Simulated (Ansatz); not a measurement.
Coupled-cluster diagnostics for BeMe(OH) (CH₄BeO), Ansatz.

Geometry of the singlet (PBE-D4/def2-TZVP):

Cartesian coordinates in Å:
```
Be -0.299 -0.295 -0.486
C 0.321 0.493 0.875
H 1.343 0.161 1.115
H -0.296 0.298 1.768
H 0.357 1.585 0.740
O -0.902 -0.960 -1.594
H -0.525 -1.282 -2.418
```

Correlated methods freeze 2 core orbitals.

(1) Estimate the CCSD(T) correlation energy, the shares of MP2 and (T), T1 and the reference's ⟨S²⟩ for: charge 0, singlet, own geometry in def2-TZVPP; charge 1, doublet, vertical in def2-TZVPP; and the rough time on 4 threads of Arm Neoverse N1 on a shared host.

Results:

(1) 
```tsv
state	basis	correlation (eV)	MP2 share (%)	(T) share (%)	T1	⟨S²⟩ (pure)	wall time
charge 0, singlet, own geometry	def2-TZVPP	-14.659	92.6	3.1	0.011	0.00 (0.00)	8.5 s
charge 1, doublet, vertical	def2-TZVPP	-13.555	91.8	3.0	0.015	0.76 (0.75)	35 s
```
Customary marks for T1 are 0.02 (closed shells), 0.045 (open shells) and about 0.05 (3d metals). T1 stays under 0.02 throughout.
